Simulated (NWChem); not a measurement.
System: AlGeH₄F; SMILES [F][AlH][GeH3]

Here is an NWChem input.

```
start job
memory heap 200 mb stack 900 mb global 1100 mb
geometry units angstroms noautosym nocenter noautoz
  Al    -0.531708     1.250512    -0.000707
  F      0.626549     2.443798    -0.005538
  Ge     0.163348    -1.131499    -0.000541
  H     -0.274580    -1.839257    -1.310729
  H      1.689847    -1.345957     0.142132
  H     -0.519047    -1.911195     1.154862
  H     -2.034820     1.761737    -0.000983
end
basis spherical
  * library def2-svpd
end
dft
  xc pbe0
  iterations 150
end
property
  response 1 0.0773
end
task dft property
```

Excerpt of the output:

```
             Northwest Computational Chemistry Package (NWChem) 7.3.0
             --------------------------------------------------------

                             Geometry "geometry" -> ""
                             -------------------------

 Output coordinates in angstroms (scale by  1.889725989 to convert to a.u.)

  No.       Tag          Charge          X              Y              Z
 ---- ---------------- ---------- -------------- -------------- --------------
    1 Al                  13.0000    -0.53170800     1.25051200    -0.00070700
    2 F                    9.0000     0.62654900     2.44379800    -0.00553800
    3 Ge                  32.0000     0.16334800    -1.13149900    -0.00054100
    4 H                    1.0000    -0.27458000    -1.83925700    -1.31072900
    5 H                    1.0000     1.68984700    -1.34595700     0.14213200
    6 H                    1.0000    -0.51904700    -1.91119500     1.15486200
    7 H                    1.0000    -2.03482000     1.76173700    -0.00098300

 Effective nuclear repulsion energy (a.u.)     222.0822114966

                              NWChem Property Module
                              ----------------------

                                 NWChem DFT Module
                                 -----------------

 Summary of "ao basis" -> "ao basis" (spherical)
 ------------------------------------------------------------------------------
       Tag                 Description            Shells   Functions and Types
 ---------------- ------------------------------  ------  ---------------------
 Al                        def2-svpd                10       24   5s3p2d
 F                         def2-svpd                 9       23   4s3p2d
 Ge                        def2-svpd                14       38   6s4p4d
 H                         def2-svpd                 4        8   2s2p

            General Information
            -------------------
          SCF calculation type: DFT
          Wavefunction type:  closed shell.
          No. of atoms     :     7
          No. of electrons :    58
           Alpha electrons :    29
            Beta electrons :    29
          Charge           :     0
          Spin multiplicity:     1
          Use of symmetry is: off; symmetry adaption is: off
          Maximum number of iterations: 150
          AO basis - number of functions:   117
                     number of shells:    49
          Convergence on energy requested:  1.00D-06
          Convergence on density requested:  1.00D-05
          Convergence on gradient requested:  5.00D-04

              XC Information
              --------------
                         PBE0 Method XC Functional
                     Hartree-Fock (Exact) Exchange  0.250
          PerdewBurkeErnzerhof Exchange Functional  0.750
            Perdew 1991 LDA Correlation Functional  1.000 local
           PerdewBurkeErnz. Correlation Functional  1.000 non-local

             Grid Information
             ----------------
          Grid used for XC integration:  medium
          Radial quadrature: Mura-Knowles
          Angular quadrature: Lebedev.
          Tag              B.-S. Rad. Rad. Pts. Rad. Cut. Ang. Pts.
          ---              ---------- --------- --------- ---------
          Al                  1.25       88          12.0       590
          F                   0.50       49          13.0       434
          Ge                  1.25      112          12.0       590
          H                   0.35       45          13.0       434
          Grid pruning is: on
          Number of quadrature shells:   429
          Spatial weights used:  Erf1

      Superposition of Atomic Density Guess
      -------------------------------------

 Sum of atomic energies:       -2418.12966221

      Non-variational initial energy
      ------------------------------

 Total energy =   -2418.578397
 1-e energy   =   -3814.677368
 2-e energy   =    1174.016759
 HOMO         =      -0.290045
 LUMO         =      -0.011608

   convergence    iter        energy       DeltaE   RMS-Dens  Diis-err
 ---------------- ----- ----------------- --------- --------- ---------
 d= 0,ls=0.0,diis     1  -2420.7856752933 -2.64D+03  1.08D-02  5.87D-01
 d= 0,ls=0.0,diis     2  -2420.7003508892  8.53D-02  5.51D-03  1.80D+00
 d= 0,ls=0.0,diis     3  -2420.8575303689 -1.57D-01  9.24D-04  7.77D-03
 d= 0,ls=0.0,diis     4  -2420.8581977427 -6.67D-04  2.62D-04  8.19D-04
 d= 0,ls=0.0,diis     5  -2420.8582975951 -9.99D-05  3.77D-05  8.64D-06
  Resetting Diis
 d= 0,ls=0.0,diis     6  -2420.8582990710 -1.48D-06  1.01D-05  6.11D-07
 d= 0,ls=0.0,diis     7  -2420.8582991715 -1.00D-07  4.71D-06  8.90D-08

         Total DFT energy =    -2420.858299171451
      One electron energy =    -3816.464753053549
           Coulomb energy =     1282.703192738670
    Exchange-Corr. energy =     -109.178950353157
 Nuclear repulsion energy =      222.082211496585

 Numeric. integr. density =       57.999966760114

                       DFT Final Molecular Orbital Analysis
                       ------------------------------------

[...]

 DFT Linear Response polarizability / au
 Frequency  =       0.0773000 / au
 Wavelength =     589.4353558 / nm
              X              Y              Z
 -----------------------------------------------
 X      63.3793335     -8.2845294     -0.0259463
 Y      -8.2845296     79.1256538      0.0620481
 Z      -0.0259449      0.0620567     57.2242967
 -----------------------------------------------
 Eigenvalues =      59.8235797     82.6815855     57.2241189
 Isotropic   =      66.5764280
 Anisotropic =      24.2624012
 -----------------------------------------------

 Magnetic Dipole Response Matrix (nonzero elements):
```

Level: PBE0/def2-SVPD. The geometry was optimised at B3LYP/6-31G* (spherical d).
